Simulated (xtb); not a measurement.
xtb input (GFN2-xTB):

```bash
xtb mol.xyz --gfn 2 --ohess tight --chrg -1 --uhf 0
```
mol.xyz:
```
11

N      1.17782108     1.18861156     0.71198457
Si     0.09298154     0.11661019     0.04437677
N     -0.70413958    -1.10817149     1.12011541
N      0.93571296    -0.76518029    -1.21260541
O     -1.36979956     0.67653341    -0.72351357
H      0.76969552     1.86212174     1.31388452
H     -1.77929255    -0.99718024     1.06994687
H     -0.37355287    -1.01719672     2.07324520
H      0.73497970    -1.77613593    -1.14812561
H      1.95499306    -0.63638023    -1.12236940
H     -1.06006526     1.11615898    -1.58822654
```

End of the output:

```
           -------------------------------------------------
          | TOTAL ENERGY              -17.860543806419 Eh   |
          | TOTAL ENTHALPY            -17.772679750094 Eh   |
          | TOTAL FREE ENERGY         -17.813408523017 Eh   |
          | GRADIENT NORM               0.000602404109 Eh/α |
          | HOMO-LUMO GAP               6.673249731978 eV   |
           -------------------------------------------------

------------------------------------------------------------------------
------------------------------------------------------------------------
 total:
 SCF:
 ANC optimizer:
 analytical hessian:
Note: The following floating-point exceptions are signalling: IEEE_UNDERFLOW_FLAG IEEE_DENORMAL
normal termination of xtb
```

It need not be the lowest isomer of its formula. Whether it binds its extra electron was not tested at this geometry.
